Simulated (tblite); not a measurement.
Species: C6H14P2.
Cartesian coordinates in Å at the GFN2-xTB level; atoms count from 1:
```
atom  x, y, z in Å
C1    -4.046   -0.484    1.447
C2    -2.588   -0.825    1.166
P3    -1.559    0.718    0.974
C4    -0.034   -0.066    0.252
P5     0.978    1.273   -0.548
C6     2.569    0.359   -0.646
C7     3.650    0.883   -1.548
C8     2.901   -0.348   -1.931
H9    -4.127    0.122    2.347
H10   -4.472    0.079    0.619
H11   -4.631   -1.392    1.585
H12   -2.170   -1.393    2.003
H13   -2.504   -1.439    0.264
H14   -2.103    1.089   -0.263
H15    0.537   -0.551    1.050
H16   -0.297   -0.816   -0.502
H17    1.276    1.931    0.654
H18    2.884   -0.118    0.278
H19    3.453    1.788   -2.103
H20    4.674    0.786   -1.220
H21    2.195   -0.275   -2.746
H22    3.405   -1.302   -1.876
```

Computed values, GFN2-xTB/tblite, gas phase, harmonic and unscaled. Errors from tens to a few hundred cm⁻¹ against measured bands are possible. Modes of hydrogen on phosphorus can be 10 to 20 % off. One conformer, not necessarily the lowest.

Harmonic wavenumbers (cm⁻¹): 32.1, 36.9, 47.9, 84.2, 88.9, 160.9, 190.8, 213.8, 272.9, 276.3, 328.5, 648.8, 670.4, 687.6, 710.9, 732.1, 748.0, 795.8, 810.5, 819.8, 853.3, 857.6, 932.2, 965.9, 997.1, 1012.1, 1029.0, 1038.4, 1062.8, 1068.5, 1070.5, 1074.5, 1084.5, 1119.5, 1151.6, 1215.9, 1225.6, 1257.4, 1327.7, 1400.0, 1410.6, 1434.5, 1449.4, 1479.3, 1495.3, 1498.9, 2240.7, 2251.3, 2909.1, 2913.9, 2929.3, 2941.0, 2985.0, 3018.0, 3023.4, 3034.7, 3076.6, 3082.8, 3083.5, 3100.1.

A = 5125, B = 477.4, C = 454.4 MHz; mass 148.057 u (most abundant isotopes); point group C1, symmetry number 1.

Task: What is the zero-point energy?

Result: Half the sum of the wavenumbers: 39729 cm⁻¹ = 113.59 kcal/mol.

Task: What is S at 350 K and 1 bar for an ideal gas of classical rigid rotors and harmonic oscillators?

Result: Translation 41.71, rotation 30.53, vibration 44.69: S = 116.9 cal/(mol K).

Task: And Cp and H(350 K) − H(0)?

Result: Cp = 48.39 cal/(mol K), of which vibrations give 40.44 (their classical limit is 60 R = 119.2); H(350 K) − H(0) = 10.16 kcal/mol without the zero-point energy, 7.38 from vibrations.

Task: Blend soft modes into free rotors: weight 1/[1 + (100 cm⁻¹/ν̃)⁴] for the oscillator and the rest for a rotor with moment μB/(μ + B), μ = h/(8π²ν), B = 10⁻⁴⁴ kg m². What vibrational entropy results?

Result: 38.55 cal/(mol K) in place of 44.69, which changes −T·S at 350 K by +2.15 kcal/mol.

Task: How do the functions run with temperature in this model?

Result: 
| T (K) | S (cal/(mol K)) | Cp (cal/(mol K)) | H − H(0) (kcal/mol) | G − H(0) (kcal/mol) | ln q(vib) |
| --- | --- | --- | --- | --- | --- |
| 150 | 87.1 | 26.4 | 2.82 | -10.25 | 5.44 |
| 250 | 102.8 | 36.3 | 5.92 | -19.78 | 8.80 |
| 298.15 | 109.7 | 42.1 | 7.81 | -24.89 | 10.30 |
| 400 | 123.8 | 54.2 | 12.72 | -36.79 | 13.39 |
| 600 | 149.5 | 72.7 | 25.53 | -64.16 | 19.30 |
| 900 | 182.6 | 90.4 | 50.23 | -114.13 | 27.69 |

q(vib) and H(0) count from the zero-point level.

Task: What must be added to the electronic energy to get the Gibbs energy at 350 K and 1 bar?

Result: ZPE + [H(350 K) − H(0)] − T·S = 113.59 + 10.16 − 40.93 = 82.82 kcal/mol.

Hindered rotation and anharmonicity are outside this model. Other conformers, if any are populated, would add a mixing term that is left out. The structure is chiral; the term R ln 2 for an equal mix with its mirror image is left out.
